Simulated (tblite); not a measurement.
Compound: C₆H₁₂FOP.
SMILES with atom numbers: `[CH3:1][O:2][CH2:3][CH2:4][P:5]1[CH2:6][CH:7]([F:8])[CH2:9]1` (hydrogens: H10, H11, H12 on C1; H13, H14 on C3; H15, H16 on C4; H17, H18 on C6; H19 on C7; H20, H21 on C9)

Cartesian coordinates in Å at the GFN2-xTB level; atoms count from 1:
```
atom  x, y, z in Å
C1    -3.1047   -0.0915    0.4672
O2    -1.7478    0.0351    0.1344
C3    -1.4994    0.8222   -1.0089
C4     0.0155    0.9527   -1.0702
P5     0.5568    0.9604    0.7245
C6     2.4199    0.9485    0.4090
C7     2.4275   -0.5719    0.2722
F8     3.4730   -1.1807    0.9385
C9     1.0639   -0.8380    0.9064
H10   -3.5656    0.8883    0.6404
H11   -3.6565   -0.6062   -0.3290
H12   -3.1492   -0.6800    1.3810
H13   -1.9196    0.3452   -1.9069
H14   -1.9708    1.8088   -0.8924
H15    0.3135    1.8857   -1.5501
H16    0.4629    0.1151   -1.6052
H17    2.8019    1.5107   -0.4410
H18    2.9594    1.2508    1.3064
H19    2.5047   -0.9175   -0.7640
H20    0.4330   -1.5807    0.4255
H21    1.1730   -1.0867    1.9619
```

Calculated harmonic vibrations of the isolated species, GFN2-xTB (tblite), most abundant isotopes, no scaling. Errors from tens to a few hundred cm⁻¹ against measured bands are possible. One conformer, not necessarily the lowest.

Harmonic wavenumbers (cm⁻¹): 61.6, 82.1, 84.4, 102.2, 159.2, 191.4, 222.1, 244.1, 333.4, 369.4, 433.1, 491.4, 528.1, 691.4, 696.3, 727.3, 743.3, 796.5, 854.0, 906.6, 952.6, 981.0, 984.1, 1040.2, 1056.9, 1084.3, 1121.1, 1129.7, 1135.9, 1148.2, 1159.0, 1172.8, 1178.6, 1199.3, 1234.4, 1245.5, 1315.0, 1335.5, 1404.4, 1422.3, 1433.7, 1436.2, 1466.0, 1485.2, 1495.3, 2852.8, 2886.1, 2904.4, 2924.2, 2925.9, 2975.9, 2978.9, 2993.4, 2998.1, 3000.6, 3016.2, 3034.3.

A = 3078, B = 719.6, C = 660.7 MHz; mass 150.061 u (most abundant isotopes); point group C1, symmetry number 1.

Question: Zero-point energy?

Answer: ½Σν̃ = 37413 cm⁻¹ = 447.56 kJ/mol.

Question: Entropy at 298.15 K, 1 bar (ideal gas, RRHO, classical rotation)?

Answer: Translation 171.35, rotation 124.58, vibration 130.57: S = 426.5 J/(mol K).

Question: And Cp and H(298.15 K) − H(0)?

Answer: Cp = 168.89 J/(mol K), of which vibrations give 135.63 (their classical limit is 57 R = 473.9); H(298.15 K) − H(0) = 30.45 kJ/mol without the zero-point energy, 20.53 from vibrations.

Question: Which modes carry the vibrational entropy at 298.15 K?

Answer: 61.6 cm⁻¹: 18.43; 82.1 cm⁻¹: 16.07; 84.4 cm⁻¹: 15.84; 102.2 cm⁻¹: 14.28; 159.2 cm⁻¹: 10.71; 191.4 cm⁻¹: 9.26 J/(mol K); the other 51 give 45.99 together.

Question: Blend soft modes into free rotors: weight 1/[1 + (100 cm⁻¹/ν̃)⁴] for the oscillator and the rest for a rotor with moment μB/(μ + B), μ = h/(8π²ν), B = 10⁻⁴⁴ kg m². What vibrational entropy results?

Answer: 121.11 J/(mol K) in place of 130.57, which changes −T·S at 298.15 K by +2.82 kJ/mol.

Hindered rotation and anharmonicity are outside this model. Other conformers, if any are populated, would add a mixing term that is left out. The structure is chiral; the term R ln 2 for an equal mix with its mirror image is left out.
